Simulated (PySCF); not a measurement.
FH5N2OSi, SMILES F[Si](N)(O)N.

Geometry: B3LYP-D3(BJ)/def2-SVP. This is a generated structure with no PubChem entry under its InChIKey; it may be hypothetical. The values are those of a single conformer.

Two levels are set side by side: PBE/def2-TZVP (PySCF) and PBE0/def2-TZVP (PySCF). Same geometry, gas phase. Differences are taken from unrounded values.

```
quantity                      PBE0
---------------------------  -----
orbital gap (eV)              8.37
highest occupied level (eV)  -7.70
lowest empty level (eV)       0.67
dipole moment (D)             1.20
mean polarisability (bohr³)   40.3
```

Question: What does PBE give, and how far is it from PBE0? (The exact figures need the calculation; the answer reports its results.)

Answer: 
```json
[
 {"quantity": "orbital gap (eV)", "PBE": "5.98", "PBE minus PBE0": "-2.40"},
 {"quantity": "highest occupied level (eV)", "PBE": "-6.16", "PBE minus PBE0": "1.54"},
 {"quantity": "lowest empty level (eV)", "PBE": "-0.19", "PBE minus PBE0": "-0.86"},
 {"quantity": "dipole moment (D)", "PBE": "1.17", "PBE minus PBE0": "-0.03"},
 {"quantity": "mean polarisability (bohr³)", "PBE": "42.5", "PBE minus PBE0": "2.2"}
]
```

Without exact exchange PBE keeps part of each electron's self-repulsion, which lifts occupied levels and narrows the gap. Loosely held outer electrons make PBE densities more polarisable. Differences between two approximate levels are no errors against the true value.

Rough cost on one machine, each run with all the roots and properties that it gave: PBE0 against PBE within a factor of 2.
